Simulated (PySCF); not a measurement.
Compound: C5H12Si.
SMILES: `C=CC[SiH2]CC`

Torsions of this conformer, `[CH2:1]=[CH:2][CH2:3][SiH2:4][CH2:5][CH3:6]`: C1–C2–C3–Si4 105°, C2–C3–Si4–C5 -59°, C3–Si4–C5–C6 -59°.

The closed-shell ground state was solved at several levels (PySCF, density fitting, gas phase, non-relativistic). Geometry: PBE0-D3(BJ)/def2-SVP, one conformer, isolated molecule.

```
              level  basis functions  HOMO (eV)  LUMO (eV)  gap (eV)  dipole (D)
CAM-B3LYP/def2-SVPD              220      -8.39       1.14      9.53        0.34
       KT3/pcSseg-1              169      -5.98      -0.71      5.27        0.37
```

Task: What might PBE0/pcSseg-1 (169 basis functions) give for the same quantities?

Result: HOMO -7.08 eV, LUMO 0.22 eV, gap 7.30 eV, dipole 0.37 D.

Task: Over all these levels, which gives the widest orbital gap and which the narrowest?

Result: CAM-B3LYP/def2-SVPD (range-separated hybrid) has the widest, 9.53 eV, and KT3/pcSseg-1 (GGA) the narrowest, 5.27 eV. Functional and basis both differ between the two, so the spread mixes both effects.

Task: How far do the dipole and the HOMO energy spread over the levels?

Result: The dipole runs from 0.34 to 0.37 D (mean 0.36 D) and the HOMO from -8.39 to -5.98 eV.
